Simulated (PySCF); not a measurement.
PySCF input for Si(H)2(OMe)(PH2) (CH7OPSi), SMILES CO[SiH2]P, PBE/pcSseg-1. Geometry: B3LYP-D3(BJ)/def2-SVP. One conformer was computed; it need not be the lowest.

```python
import numpy as np
from pyscf import gto, scf, dft
from pyscf.prop.nmr import rks as nmr

mol = gto.M(
    atom='''
    Si    0.19319391    0.88478424   -0.19868640
    P     1.49880157   -0.84021754    0.52463443
    O    -1.27027814    0.29950864   -0.73810001
    C    -2.17831321   -0.43061165    0.05561676
    H     0.77253284    1.63655876   -1.34132067
    H     0.01225029    1.79622577    0.97481934
    H     2.59006067    0.03325575    0.82885383
    H     1.98682075   -1.15986216   -0.77970087
    H    -2.55450963    0.16823005    0.90658319
    H    -3.03864922   -0.71765713   -0.56844530
    H    -1.72313956   -1.35286631    0.46240315
    ''',
    basis='pcSseg-1',
    charge=0,
    spin=0,
    max_memory=1600,
    verbose=3,
)
mf = dft.RKS(mol, xc='pbe')
mf.grids.level = 3
mf.conv_tol = 1e-10
mf.max_cycle = 100
mf.kernel()
n = nmr.NMR(mf)
n.verbose = 2
n.max_cycle_cphf = 60
sigma = n.kernel()
print('atom   isotropic/ppm   span/ppm')
for i, s in enumerate(sigma):
    w = np.linalg.eigvalsh((s + s.T) / 2)
    print(f'{mol.atom_symbol(i):2s}{i + 1:3d} {w.mean():14.3f} {w[2] - w[0]:11.3f}')
```

Output:

```
converged SCF energy = -747.921290644829
atom   isotropic/ppm   span/ppm
Si  1        338.082     170.509
P   2        573.776     143.000
O   3        316.606     113.494
C   4        123.961      84.987
H   5         25.414       9.030
H   6         25.698       8.703
H   7         30.050      12.103
H   8         29.413      11.983
H   9         27.701       9.390
H  10         27.367      10.112
H  11         27.377       9.838
```

Self-consistency was reached.

Cost: roughly 13 core-seconds.
